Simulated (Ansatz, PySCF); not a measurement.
Br2H2O2Si, SMILES O[Si](O)(Br)Br. Atoms are numbered in the order given.

```xyz
7

O     -0.2149    -1.7596     1.1286
Si    -0.4518    -0.5099     0.0822
O     -1.8718    -0.5939    -0.7480
Br    -0.3969     1.3217     1.3318
Br     1.1359    -0.4898    -1.4666
H      0.0206    -2.6116     0.7383
H     -2.6730    -0.3663    -0.2582
```

The structure is a stationary point at B3LYP-D3(BJ)/def2-SVP. The values are those of a single conformer.

Two levels are set side by side: PBE-D3(BJ)/def2-SVP (Ansatz, a quantum-chemistry and plane-wave program) and B3LYP-D3(BJ)/def2-SVP (Ansatz). Each level has its own optimised geometry; the coordinates shown are those of the second. Frequencies come from the Hessian of PySCF at each geometry. Differences are taken from unrounded values.

```tsv
quantity	B3LYP-D3(BJ)	PBE-D3(BJ)	PBE-D3(BJ) minus B3LYP-D3(BJ)
mean bond length (Å)	1.610	1.620	0.009
bond O1–Si2 (Å)	1.647	1.662	0.015
bond Si2–O3 (Å)	1.647	1.662	0.015
bond Si2–Br4 (Å)	2.218	2.222	0.004
bond Si2–Br5 (Å)	2.218	2.222	0.004
bond O1–H6 (Å)	0.966	0.975	0.009
bond O3–H7 (Å)	0.966	0.975	0.009
highest harmonic wavenumber (cm⁻¹)	3856	3742	-114
mean harmonic wavenumber (cm⁻¹)	899	877	-22
zero-point energy (kcal/mol)	19.29	18.81	-0.47
```

GGA bonds tend to be longer and softer than those of functionals with exact exchange. Differences between two approximate levels are no errors against the true value.
